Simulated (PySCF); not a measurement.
Compound: C4H12FPSi2.
Atom-mapped SMILES: `[F:1][C@H:2]1[CH2:3][C@H:4]([SiH2:5][SiH2:6][PH2:7])[CH2:8]1`

Definitions: NICS(0) = −σiso at the ring centroid; NICS(1) = −σiso and NICS(1)zz = −σzz at ±1 Å along the ring normal z. Level: GIAO PBE0/pcSseg-1 (PySCF, non-relativistic, gas phase) on the GFN2-xTB geometry, one conformer.

Ring bond lengths (Å), with Mayer bond orders in brackets: C2–C3 1.529 (1.03), C3–C4 1.542 (1.01), C4–C8 1.542 (1.01), C8–C2 1.529 (1.03).

Problem. What do the NICS probes read (ppm)?

Solution. 
| ring | type | NICS(0) | NICS(1), two faces | NICS(1)zz, two faces | rms pucker (Å) | centre to ring atoms, mean (Å) |
| --- | --- | --- | --- | --- | --- | --- |
| C2–C3–C4–C8 | 4-membered carbocycle; formal bonds all single | -1.4 | -2.8 / 0.3 | -3.8 / 3.7 | 0.08 | 1.08 |

Problem. What do they say, and how far can they be read as aromaticity?

Solution. 
- C2–C3–C4–C8: mean NICS(1)zz 0.0 ppm, near zero. C2, C3, C4, C8 have four or more neighbours; no verdict on aromaticity is drawn. The two faces differ by 7.5 ppm, so no symmetry operation interchanges them.

Problem. What are the shieldings of the ring atoms and their hydrogens in the same run (means over atoms taken as equivalent)?

Solution. 
| atoms | environment | σ isotropic (ppm) |
| --- | --- | --- |
| C2 | sp3 C–F carbon | 98.9 |
| C3 (×2) | four-membered-ring carbon | 152.2 |
| C4 | sp3 carbon bound to silicon | 180.9 |
| H on C2 | methine hydrogen | 26.67 |
| H on C3 (×2) | methylene hydrogen | 29.01 |
| H on C3 (×2) | methylene hydrogen | 29.54 |
| H on C4 | methine hydrogen | 29.78 |

The run took 32 s wall on one thread, Arm Neoverse V2 (aarch64), shared host with 96 logical CPUs at a one-minute load of 12, and the process peaked at 0.90 GiB of memory. This is the whole shielding run at PBE0/pcSseg-1, SCF included.

The values belong to the conformer `[F:1][C@H:2]1[CH2:3][C@H:4]([SiH2:5][SiH2:6][PH2:7])[CH2:8]1`: C3–C4–Si5–Si6 -54°, C4–Si5–Si6–P7 -176°, H–P7–Si6–Si5 -48°, H–P7–Si6–Si5 45°.
